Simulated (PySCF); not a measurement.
```xyz
12

C      2.1976    -0.0672     0.0616
C      0.7349    -0.3752     0.1253
Si    -0.5257     0.4310    -0.6944
C     -2.3251    -0.0247    -0.5542
H      2.7728    -0.9253    -0.3041
H      2.5989     0.1807     1.0508
H      2.4118     0.7761    -0.5992
H      0.4541    -1.2081     0.7680
H     -0.2265     1.5754    -1.5899
H     -2.9136     0.8100    -0.1663
H     -2.7386    -0.2997    -1.5273
H     -2.4405    -0.8730     0.1227
```

Charge 0, multiplicity 1.

Task: Give the Mulliken and meta-Löwdin atomic charges from PySCF with PBE0-D3(BJ)/def2-TZVP.

Result: 
```csv
atom,Mulliken (e),meta-Löwdin (e)
C1,-0.32,-0.32
C2,-0.32,-0.45
Si3,0.23,0.56
C4,-0.50,-0.60
H5,0.12,0.12
H6,0.12,0.12
H7,0.12,0.11
H8,0.12,0.13
H9,-0.01,-0.09
H10,0.15,0.14
H11,0.15,0.14
H12,0.15,0.14
```
